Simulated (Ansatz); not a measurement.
Stepwise reaction of `[NH2][Zr]([NH2])([F])[F]` with ammonia, as a gas-phase model of exchange steps in deposition or etching. ΔE in kJ/mol; ΔG adds harmonic PBE0-D4 terms to CCSD(T)/CBS, at 1 bar.

Computed with Ansatz on PBE0-D4/def2-TZVP structures; ΔE is electronic, products minus reactants. CCSD(T)/CBS adds triple-zeta CCSD(T) − MP2 to the extrapolated MP2 energy (def2 sets, frozen cores). This one scheme is used for every species. DFT in def2-TZVPP. B3LYP here is the variant with VWN-RPA as its local correlation; programs differ in this. def2 core potentials past Kr. For Zr outer-core shells are correlated without core-valence functions, which leaves a few kJ/mol of doubt a bond. Each species was taken in one conformer, which may not be the lowest.

```tsv
step	reaction	PBE-D4	B3LYP-D4	ωB97M-V	CCSD(T)/CBS	ΔG(400 K)
2	`[NH2][Zr]([NH2])([NH2])[F]` + NH₃ → `[NH2][Zr]([NH2])([NH2])[NH2]` + H–F	131.7	132.7	133.2	123.1	113.0
```

(1) Give the row of step 1, `[NH2][Zr]([NH2])([F])[F]` + NH₃ → `[NH2][Zr]([NH2])([NH2])[F]` + H–F. (Best estimate.)

(2) By hand: ΔE of the 2 steps together at CCSD(T)/CBS.

## Answers

(1) Ansatz gave: 
```tsv
step	reaction	PBE-D4	B3LYP-D4	ωB97M-V	CCSD(T)/CBS	ΔG(400 K)
1	`[NH2][Zr]([NH2])([F])[F]` + NH₃ → `[NH2][Zr]([NH2])([NH2])[F]` + H–F	122.4	123.4	124.3	114.2	115.5
```

(2) (114.2) + (123.1) = 237.3 kJ/mol, or 118.7 kJ/mol a step.

In ΔE each step is higher than the one before. All are uphill at CCSD(T)/CBS. ΔG lies between 113.0 and 115.5 kJ/mol a step. PBE-D4 differs from CCSD(T)/CBS by 8.2 to 8.6 kJ/mol a step. Isolated molecules leave out the surface, adducts and barriers. Largest T1 diagnostic: 0.017.
